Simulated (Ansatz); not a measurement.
Geometry optimisation, RKS LDA/6-31G in Ansatz 0.2.0.

Input:

```yaml
crystal:
  periodic: [false, false, false]
  atoms:
    - { symbol: B, position_ang: [-1.1433, 1.4099, -0.4385] }
    - { symbol: Si, position_ang: [-0.2362, 0.1612, 0.6363] }
    - { symbol: C, position_ang: [1.5468, 0.6149, 0.6818] }
    - { symbol: C, position_ang: [-0.3718, -1.5573, -0.0455] }
    - { symbol: S, position_ang: [0.3002, -1.712, -1.7125] }
    - { symbol: H, position_ang: [-2.0555, 2.1185, 0.0267] }
    - { symbol: H, position_ang: [-0.8754, 1.6031, -1.5818] }
    - { symbol: H, position_ang: [-0.7379, 0.2212, 1.9956] }
    - { symbol: H, position_ang: [1.7, 1.6369, 1.1892] }
    - { symbol: H, position_ang: [1.9976, 0.6215, -0.3093] }
    - { symbol: H, position_ang: [2.1144, -0.1321, 1.331] }
    - { symbol: H, position_ang: [-1.5068, -1.809, -0.0779] }
    - { symbol: H, position_ang: [0.0083, -2.2565, 0.6249] }
    - { symbol: H, position_ang: [-0.7534, -0.9497, -2.291] }
basis:
  gaussian: { orbitals: "6-31G" }
hamiltonian:
  xc: lda
relax:
  f_tol: 0.02
  max_steps: 50
```

Command:

```bash
$ ansatz run input.yaml --threads 1 --pin off --max-ram 2048MiB --backend cpu --events-out ev --progress --plain --runs-dir out
```

Problem. Where does it end, and by what steps?

Solution. It converged. The force dipped under the threshold on the way, but the program's further checks kept it going. Limits of this set-up: no polarisation functions. After 18 steps the energy has fallen by 0.720 eV; H7 moved furthest, 0.95 Å.

| step | energy less start (eV) | largest force component (eV/Å) | accepted |
| --- | --- | --- | --- |
| 0 | 0.0000 | 3.745 | yes |
| 1 | -0.5395 | 1.461 | yes |
| 2 | -0.6240 | 0.396 | yes |
| 3 | -0.6489 | 0.576 | yes |
| 4 | -0.6918 | 0.147 | yes |
| 5 | -0.7054 | 0.129 | yes |
| 6 | -0.7132 | 0.038 | yes |
| 7 | -0.7093 | 0.354 | no |
| 8 | -0.7161 | 0.050 | yes |
| 9 | -0.7163 | 0.139 | yes |
| 10 | -0.7163 | 0.170 | no |
| 11 | -0.7182 | 0.057 | yes |
| 12 | -0.7173 | 0.104 | no |
| 13 | -0.7187 | 0.010 | yes |
| 14 | -0.7191 | 0.025 | yes |
| 15 | -0.7193 | 0.040 | yes |
| 16 | -0.7195 | 0.033 | yes |
| 17 | -0.7195 | 0.032 | yes |
| 18 | -0.7196 | 0.012 | yes |

```xyz
14
Properties=species:S:1:pos:R:3
B -1.239 1.458 -0.514
Si -0.283 0.150 0.660
C 1.569 0.591 0.808
C -0.382 -1.620 -0.060
S 0.202 -1.615 -1.853
H -1.363 2.614 -0.182
H -1.716 1.153 -1.590
H -0.906 0.165 2.058
H 1.718 1.654 1.064
H 2.057 0.376 -0.160
H 2.037 -0.034 1.589
H -1.391 -2.062 0.003
H 0.321 -2.289 0.468
H -0.636 -0.571 -2.264
```

Run time: 42 s on 1 CPU thread of a shared host.
